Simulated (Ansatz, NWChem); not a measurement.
**The same job for Ansatz**

This NWChem 7.3.0 job computes triplet BBrCl2:

mymol.xyz:
```
4

Cl     0.582100     0.666000     1.510800
B      0.037200    -0.038100     0.022100
Cl     0.444300    -1.679200    -0.365600
Br    -1.008100     0.991100    -1.187600
```

run.py:
```python
from ase.io import read
from ase.calculators.nwchem import NWChem

molecule = read('mymol.xyz')

calc = NWChem(
    label='mymol',
    theory='tce',
    memory='2200 mb',
    basis='cc-pVDZ',
    basispar='spherical bse',
    scf={'nopen': '2', 'uhf': None, 'thresh': '1e-08', 'maxiter': '80'},
    tce={'scf': None, 'ccsd(t)': None, 'freeze': 'core 20', 'maxiter': '60'},
    task='energy',
)
molecule.calc = calc

print(f"energy = {molecule.get_potential_energy():.6f} eV")
```

```bash
$ export ASE_NWCHEM_COMMAND="nwchem PREFIX.nwi > PREFIX.nwo"
$ python run.py
```

The coordinates come from a PBE0-D4/def2-TZVP relaxation. That shape belongs to the parent species and isn't relaxed for this state.

It gives a total energy of -3516.507492 Eh.

Problem. Translate the job to Ansatz 0.2.0 as an input file of the program's own.

Solution. One way, which was run:

input.yaml:
```yaml
crystal:
  periodic: [false, false, false]
  atoms:
    - {symbol: Cl, position_ang: [0.582100, 0.666000, 1.510800]}
    - {symbol: B, position_ang: [0.037200, -0.038100, 0.022100]}
    - {symbol: Cl, position_ang: [0.444300, -1.679200, -0.365600]}
    - {symbol: Br, position_ang: [-1.008100, 0.991100, -1.187600]}
basis:
  gaussian: {orbitals: cc-pVDZ}
accuracy: high
magnetization: {spin_polarized: true, initial_magnetization: 2}
correlation: {method: ccsd_t, frozen_orbitals: {B: 1, Br: 9, Cl: 5}}
scf: {omitted_lower_state_checks: [cluster_reference, increment]}
```

```bash
$ ansatz run input.yaml --threads 1 --pin off --max-ram 3480MiB --events-out events.jsonl --progress --plain --runs-dir runs
```

Its energy is -3516.507492 Eh, the same as the first but for the last digit, at most.
